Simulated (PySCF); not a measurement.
## Br: excitation energy

Br [Ar] 3d10 4s2 4p5 (2P) → Br [Ar] 3d10 4s1 4p5 4d1 (high-spin determinant), as a difference of total energies. Calculation: PySCF 2.14, in aug-cc-pVTZ-DK (7s6p4d2f, 59 functions); the spin-free X2C one-electron Hamiltonian (Gaussian nucleus). Correlated levels: valence: [Ar] 3d10 frozen. The calculations carry no spin-orbit coupling.

| method | excitation energy (eV) |
| --- | --- |
| UHF | 24.386 |
| LDA | 23.603 |
| PBE | 23.282 |
| PBE0 | 23.749 |
| r2SCAN | 23.708 |
| B2PLYP | 23.838 |
| M06 | 23.875 |
| BHandHLYP | 24.354 |
| wB97X | 24.425 |
| MP2 (valence) | 23.817 |
| SCS-MP2 (valence) | 23.753 |

Question: How much does correlation contribute at MP2 (valence)?

Answer: 23.817 − (24.386) = -0.569 eV, measured against UHF.

A first-order spin-orbit estimate (lowest level to lowest level, LS coupling) adds -0.013 eV.

The upper state lies above the first ionisation limit, where it may autoionise and the basis confines it.

The promoted electron is Rydberg-like, and one or two diffuse shells describe it only roughly, which tends to raise the upper state.

In the upper state the promoted electron has a positive orbital energy at LDA, PBE, PBE0, r2SCAN, B2PLYP, M06, BHandHLYP, so the basis confines it.

The determinant of the upper state mixes LS terms, which raises its energy above the lowest term, most at the Hartree-Fock and MP2 levels.
